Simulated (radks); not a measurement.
Species: the nickel ion Ni22+. Configuration: [He] 2s2 2p1 5f1 (not the ground configuration).

All-electron calculation, scalar-relativistic Kohn-Sham, BLYP, spin-polarised, spherical densities, point nucleus; open shells are filled with parallel spins first. Program: a radial shooting solver on a logarithmic mesh with Libxc functionals.

Energy parts (hartree):
total: -1035.83391
kinetic: 1055.25904
electron-nucleus: -2158.19733
Hartree: 93.84432
exchange-correlation: -26.73993

Orbitals (lengths in bohr, moments of r in powers of bohr; r(max) is where P^2 peaks):
orbital  occ.  eigenvalue (hartree)   r(max)
1s up       1             -354.2565  0.03534
1s down     1             -353.9937  0.03533
2s up       1             -78.10100   0.1943
2s down     1             -77.58752   0.1947
2p up       1             -74.94795   0.1534
2p down     0             -74.33680   0.1538
5f up       1             -10.46664    1.409

The highest occupied level is 5f up at -284.81 eV. The configuration is held as typed, so some empty levels lie below it. Summed over all electrons, <r^2> = 2.248 bohr^2, which gives a Langevin (diamagnetic) susceptibility term of -1.78 x 10^-6 cm^3/mol. The density falls to 0.001 e/bohr^3 at r = 2.36 bohr. Spin moment in Bohr magnetons: 2.
